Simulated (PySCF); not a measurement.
C5H8BN.
Atom-mapped SMILES: `[CH3:1][N:2]1[BH:3][CH:4]=[CH:5][CH:6]=[CH:7]1` (hydrogens: H8, H9, H10 on C1; H11 on B3; H12 on C4; H13 on C5; H14 on C6; H15 on C7)

Computed by this run: PBE0-D3(BJ)/def2-SVP geometry optimisation, gas phase in PySCF; density fitting, grid level 2; the optimiser is geomeTRIC in internal coordinates, started from a GFN2-xTB structure.

Step 0: E = -7468.4434 eV
```
atom  x, y, z in Å  |  force x, y, z in eV/Å
C1     -2.1612   -0.1585    0.0582    0.088  -0.038   0.002
N2     -0.7144   -0.1165    0.0299   -0.437   0.276  -0.047
B3      0.0941   -1.2599    0.2598    0.775   0.222  -0.056
C4      1.5882   -1.0330    0.1952   -0.170  -0.338   0.075
C5      2.0685    0.2148   -0.0707   -0.166   0.124  -0.027
C6      1.1797    1.2888   -0.2854    0.136   0.057  -0.011
C7     -0.1649    1.0932   -0.2293    0.090   0.138  -0.032
H8     -2.4903   -1.1702    0.2812   -0.102  -0.296   0.064
H9     -2.5535    0.5155    0.8247   -0.118   0.149   0.196
H10    -2.5765    0.1413   -0.9080   -0.126   0.056  -0.236
H11    -0.4265   -2.2870    0.4813   -0.475  -0.776   0.168
H12     2.3083   -1.8263    0.3539    0.232  -0.347   0.068
H13     3.1320    0.4152   -0.1244    0.441   0.061  -0.016
H14     1.5638    2.2753   -0.4946    0.087   0.443  -0.096
H15    -0.8517    1.9154   -0.3936   -0.255   0.270  -0.052
```

Q: Estimate the geometry and energy of step 1. (The exact step hangs on the optimiser's Hessian estimate; all steps are aligned on step 0, rigid shifts and turns removed.)

A: E = -7468.4961 eV, largest force 0.119 eV/Å
```
atom  x, y, z in Å  |  force x, y, z in eV/Å
C1     -2.1682   -0.1649    0.0590   -0.058   0.024  -0.003
N2     -0.7186   -0.0986    0.0276    0.073  -0.018   0.002
B3      0.1026   -1.2587    0.2607   -0.082  -0.085   0.019
C4      1.5979   -1.0461    0.1983    0.041  -0.010   0.001
C5      2.0745    0.2147   -0.0712    0.100   0.000  -0.001
C6      1.1923    1.3034   -0.2885    0.009   0.072  -0.016
C7     -0.1614    1.1157   -0.2332   -0.078   0.009   0.000
H8     -2.4815   -1.1911    0.2832    0.019   0.006  -0.002
H9     -2.5769    0.5036    0.8338    0.000  -0.011  -0.005
H10    -2.5981    0.1288   -0.9121    0.001  -0.007   0.008
H11    -0.4618   -2.3067    0.4874    0.019   0.055  -0.012
H12     2.3215   -1.8516    0.3584   -0.022   0.010  -0.002
H13     3.1529    0.4113   -0.1249   -0.044  -0.004   0.001
H14     1.5768    2.3028   -0.5020   -0.004  -0.029   0.006
H15    -0.8564    1.9455   -0.3983    0.023  -0.012   0.002
```

The energy changes by -0.0527 eV. The first-order estimate −F·Δx gives -0.1104 eV and the mean of the old and new forces, exact on a quadratic surface, -0.0535 eV. The step makes an angle of 47° with the force vector and moves no atom by more than 0.041 Å.

The cost below is that of the whole optimisation. Time: 25 s of wall time; peak memory 0.75 GiB. Hardware: an Intel Xeon 6975P-C with one thread, shared host.
